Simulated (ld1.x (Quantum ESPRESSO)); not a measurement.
**Plane-wave convergence, TM potential for germanium (Ge)**

```json
{
  "Element": "germanium",
  "Generator": "ld1.x (Quantum ESPRESSO) 7.5",
  "Type": "norm-conserving Troullier–Martins (Kleinman–Bylander form)",
  "Functional": "revPBE",
  "Relativity": "non-relativistic",
  "Frozen core": "[Ne]",
  "Valence charge": "22",
  "Reference configuration": "3s2 3p6 3d10 4s2 4p1 (charge +1)",
  "Partial waves": "3s (bound): rc 0.60 bohr; 3d (bound): rc 0.75 bohr; 3p (bound): rc 0.75 bohr",
  "Local potential": "the p channel",
  "Core correction": "none"
}
```

Occupied shells without a wave of their own: 4p, 4s. They enter only through the test configuration that unscreens the potential.

The pseudo-atom Hamiltonian at the reference potential is diagonalised in spherical Bessel functions j_l(qr) that vanish at 20 bohr, with q² up to the cutoff. All-electron valence levels (Ry): 3s -12.6427, 4s -1.4255, 3d -2.8727, 3p -9.0677, 4p -0.8233.

Task: How do the lowest levels (Ry) of each channel move with the cutoff, and are there ghosts?

Result:

| cutoff (Ry) | s #1 | s #2 | d #1 | p #1 | p #2 | f #1 | f #2 | Σ f·Δε (mRy) |
| --- | --- | --- | --- | --- | --- | --- | --- | --- |
| 8 | -9.1317 | -0.9926 | -0.2802 | -2.4928 | -0.3805 | -0.0587 | 0.0360 | 73725.5 |
| 15 | -10.7645 | -1.2130 | -0.3147 | -4.3851 | -0.5132 | -0.0587 | 0.0360 | 58187.8 |
| 25 | -11.1534 | -1.3084 | -0.3693 | -6.3208 | -0.6323 | -0.0587 | 0.0359 | 44939.9 |
| 35 | -11.1826 | -1.3141 | -0.4390 | -7.6186 | -0.7145 | -0.0587 | 0.0359 | 36304.1 |
| 50 | -11.5044 | -1.3316 | -0.5822 | -8.5372 | -0.7793 | -0.0587 | 0.0359 | 28617.6 |
| 70 | -11.9951 | -1.3723 | -0.8001 | -8.9584 | -0.8144 | -0.0587 | 0.0359 | 22813.7 |
| 100 | -12.4319 | -1.4149 | -1.1944 | -9.0567 | -0.8254 | -0.0587 | 0.0359 | 17310.6 |
| 140 | -12.5857 | -1.4325 | -1.8277 | -9.0589 | -0.8258 | -0.0587 | 0.0359 | 10620.6 |
| 180 | -12.5920 | -1.4335 | -2.3529 | -9.0642 | -0.8260 | -0.0587 | 0.0359 | 5322.5 |
| 260 | -12.6181 | -1.4360 | -2.8085 | -9.0675 | -0.8262 | -0.0587 | 0.0359 | 688.8 |
| 400 | -12.6410 | -1.4388 | -2.8722 | -9.0677 | -0.8262 | -0.0587 | 0.0359 | 0.0 |

Result: no extra level below or beside the all-electron valence levels (s, d, p, f tested); 10 mRy is reached at over 300 Ry and 1 mRy at over 300 Ry.

Its largest configuration-test error is -680 meV.
